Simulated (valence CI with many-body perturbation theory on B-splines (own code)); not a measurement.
# E1 transitions of Pb⁶⁹⁺

Method: valence CI with perturbative core correlation (CI+MBPT): three valence electrons over a frozen Dirac-Fock core [Ne], a basis of 11 s, 11 p, 10 d, 8 f, 5 g, 2 h functions for each j, with the one-electron correlation potential Σ1, the two-electron term Σ2, the three-electron term Σ3, Breit, model QED; selected CI, second order for the rest, scaled by the run's own slope (own B-spline code, finite nucleus).

No measured spectrum was set against this ion. As an estimate, large intervals hold to a few tenths of a per cent, small ones and those within an open d or f shell to about a per cent.

Lines 151 to 200 of 584 in falling wavelength, among levels below 4235.0 eV, chosen from the strongest by gf and those to the six lowest levels. Wavelengths and rates use the calculated energies. Electric multipoles are in the length gauge, E1 and E2 with the static RPA response of the core. Weak lines are less certain than strong ones. Lines between different terms over intervals too small for the method are left out, as are lines whose strength nearly cancels. The highest levels of a list are the least certain.

Levels are named by their leading jj configuration (3d3/2^4 stands for four electrons in 3d with j = 3/2), which in mixed levels can hold well under half, so a name can repeat and another be missing. Letters in brackets count levels of one name in rising energy.

```
λ vac (nm)                          Upper                          Lower   A (s⁻¹)  log gf  Branch %
     3.204      (3p3/2 3d5/2^2) J=3/2 [b]      (3p3/2^2 3d5/2) J=5/2 [b]  4.13e+11   -0.59       6.8
     3.203  (3p1/2 3d3/2 3d5/2) J=5/2 [a]  (3p1/2 3p3/2 3d3/2) J=5/2 [a]  1.70e+11   -0.81      24.0
     3.201  (3p3/2 3d3/2 3d5/2) J=9/2 [b]          (3p3/2^2 3d3/2) J=7/2  8.26e+11    0.10       9.9
     3.199      (3d3/2 3d5/2^2) J=3/2 [a]  (3p3/2 3d3/2 3d5/2) J=5/2 [b]  2.69e+11   -0.78       5.5
     3.197     (3s 3p3/2 3d5/2) J=5/2 [b]             (3s 3p3/2^2) J=3/2  7.95e+11   -0.14      11.8
     3.195      (3d3/2 3d5/2^2) J=3/2 [a]  (3p3/2 3d3/2 3d5/2) J=3/2 [a]  3.73e+11   -0.64       7.7
     3.195  (3p3/2 3d3/2 3d5/2) J=3/2 [b]          (3p3/2^2 3d3/2) J=1/2  3.91e+11   -0.62       4.2
     3.192      (3p3/2^2 3d5/2) J=5/2 [b]                (3p3/2^3) J=3/2  9.31e+11   -0.07       9.2
     3.192  (3p1/2 3d3/2 3d5/2) J=7/2 [b]  (3p1/2 3p3/2 3d3/2) J=5/2 [b]  3.97e+11   -0.31       7.8
     3.191             (3s^2 3d5/2) J=5/2             (3s^2 3p3/2) J=3/2  4.72e+11   -0.36     100.0
     3.188      (3d3/2 3d5/2^2) J=3/2 [b]  (3p3/2 3d3/2 3d5/2) J=5/2 [d]  5.49e+11   -0.48      11.7
     3.188         (3s 3p1/2 3d5/2) J=7/2         (3s 3p1/2 3p3/2) J=5/2  3.32e+11   -0.39      91.4
     3.186             (3s 3d5/2^2) J=5/2     (3s 3p3/2 3d5/2) J=3/2 [a]  1.16e+11   -0.97       9.8
     3.184  (3p1/2 3p3/2 3d5/2) J=5/2 [b]          (3p1/2 3p3/2^2) J=3/2  7.04e+11   -0.19      15.8
     3.183      (3d3/2 3d5/2^2) J=7/2 [a]  (3p3/2 3d3/2 3d5/2) J=7/2 [a]  2.54e+11   -0.51       5.4
     3.176  (3p1/2 3d3/2 3d5/2) J=3/2 [b]  (3p1/2 3p3/2 3d3/2) J=1/2 [b]  2.48e+11   -0.82       4.1
     3.174     (3s 3d3/2 3d5/2) J=5/2 [a]     (3s 3p3/2 3d3/2) J=3/2 [a]  3.83e+11   -0.46       7.8
     3.172      (3p3/2 3d5/2^2) J=3/2 [b]          (3p3/2^2 3d5/2) J=3/2  9.32e+11   -0.25      15.4
     3.168     (3s 3p3/2 3d5/2) J=7/2 [a]             (3s 3p3/2^2) J=5/2  5.04e+11   -0.22      57.6
     3.163          (3d3/2 3d5/2^2) J=1/2  (3p3/2 3d3/2 3d5/2) J=3/2 [a]  2.99e+11   -1.05       5.9
     3.161         (3d3/2 3d5/2^2) J=11/2     (3p3/2 3d3/2 3d5/2) J=11/2  1.88e+11   -0.47       4.8
     3.160          (3d3/2 3d5/2^2) J=1/2  (3p3/2 3d3/2 3d5/2) J=1/2 [a]  3.53e+11   -0.98       7.0
     3.156     (3s 3p1/2 3d5/2) J=5/2 [a]     (3s 3p1/2 3p3/2) J=3/2 [a]  4.32e+11   -0.41      95.5
     3.150     (3s 3p3/2 3d5/2) J=3/2 [b]             (3s 3p3/2^2) J=1/2  3.87e+11   -0.64       5.6
     3.150      (3d3/2 3d5/2^2) J=5/2 [a]  (3p3/2 3d3/2 3d5/2) J=5/2 [a]  1.59e+11   -0.85       3.1
     3.150  (3p1/2 3p3/2 3d5/2) J=7/2 [b]          (3p1/2 3p3/2^2) J=5/2  5.53e+11   -0.18      24.6
     3.148             (3s 3d5/2^2) J=5/2     (3s 3p3/2 3d5/2) J=7/2 [a]  1.15e+11   -0.99       9.7
     3.148          (3p1/2 3d5/2^2) J=1/2  (3p1/2 3p3/2 3d5/2) J=3/2 [b]  6.71e+11   -0.70      59.0
     3.142  (3p3/2 3d3/2 3d5/2) J=5/2 [c]      (3p3/2^2 3d3/2) J=3/2 [a]  2.98e+11   -0.58       3.3
     3.140      (3d3/2 3d5/2^2) J=3/2 [b]  (3p3/2 3d3/2 3d5/2) J=3/2 [c]  1.58e+11   -1.03       3.4
     3.137          (3p1/2 3d5/2^2) J=9/2      (3p1/2 3p3/2 3d5/2) J=9/2  1.72e+11   -0.60      25.1
     3.133     (3s 3d3/2 3d5/2) J=3/2 [a]     (3s 3p3/2 3d3/2) J=1/2 [a]  3.40e+11   -0.70       7.1
     3.129          (3p1/2 3d5/2^2) J=5/2  (3p1/2 3p3/2 3d5/2) J=5/2 [a]  4.54e+11   -0.40      52.8
     3.126          (3p1/2^2 3d5/2) J=5/2     (3s 3p1/2 3d3/2) J=3/2 [a]  1.44e+11   -0.90      28.7
     3.126      (3d3/2 3d5/2^2) J=7/2 [b]  (3p3/2 3d3/2 3d5/2) J=7/2 [b]  3.59e+11   -0.38       8.1
     3.121          (3p1/2 3d5/2^2) J=7/2  (3p1/2 3p3/2 3d5/2) J=7/2 [a]  1.83e+11   -0.67      20.5
     3.121          (3p1/2 3d5/2^2) J=3/2  (3p1/2 3p3/2 3d5/2) J=3/2 [a]  4.52e+11   -0.58      45.9
     3.120             (3s^2 3p3/2) J=3/2             (3s 3p1/2^2) J=1/2  1.32e+09   -3.11      56.9
     3.111  (3p3/2 3d3/2 3d5/2) J=3/2 [b]      (3p3/2^2 3d3/2) J=3/2 [a]  2.97e+11   -0.76       3.2
     3.108  (3p3/2 3d3/2 3d5/2) J=3/2 [c]          (3p3/2^2 3d3/2) J=1/2  2.00e+11   -0.94       2.2
     3.108             (3s 3d5/2^2) J=1/2         (3s 3p3/2 3d5/2) J=1/2  3.14e+11   -1.04      21.3
     3.097     (3s 3p1/2 3d5/2) J=5/2 [b]         (3s 3p1/2 3p3/2) J=5/2  1.03e+11   -1.05      24.8
     3.093          (3d3/2 3d5/2^2) J=9/2  (3p3/2 3d3/2 3d5/2) J=9/2 [a]  2.38e+11   -0.47       5.4
     3.089         (3s 3d3/2 3d5/2) J=9/2         (3s 3p3/2 3d3/2) J=7/2  5.04e+11   -0.14       8.0
     3.088                (3d5/2^3) J=9/2         (3p3/2 3d5/2^2) J=11/2  6.42e+10   -1.04       5.3
     3.077             (3s 3d5/2^2) J=5/2     (3s 3p3/2 3d5/2) J=5/2 [a]  6.25e+11   -0.27      52.8
     3.070      (3d3/2 3d5/2^2) J=5/2 [b]  (3p3/2 3d3/2 3d5/2) J=5/2 [b]  2.11e+11   -0.75       4.6
     3.062         (3s 3p1/2 3d5/2) J=3/2         (3s 3p1/2 3p3/2) J=5/2  2.19e+10   -1.91       2.2
     3.059             (3s 3d5/2^2) J=3/2     (3s 3p3/2 3d5/2) J=3/2 [a]  3.49e+11   -0.71      23.5
     3.040                (3d5/2^3) J=3/2      (3p3/2 3d5/2^2) J=5/2 [a]  4.07e+11   -0.65      27.8
```
